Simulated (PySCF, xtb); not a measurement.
Be(OH)2 (BeH2O2), SMILES [Be]([OH])[OH].

GFN2-xTB in xtb at its own geometry gives an orbital gap of 9.39 eV and a dipole moment of 0.14 D.

Geometry optimised at B3LYP-D3(BJ)/def2-TZVP. One conformer was computed; it need not be the lowest.

What does PBE0/def2-TZVPD in PySCF give? (Estimate from the structure and the level; the computed values follow.)

gap 8.49 eV (levels -9.03 and -0.54 eV), dipole 1.60 D.
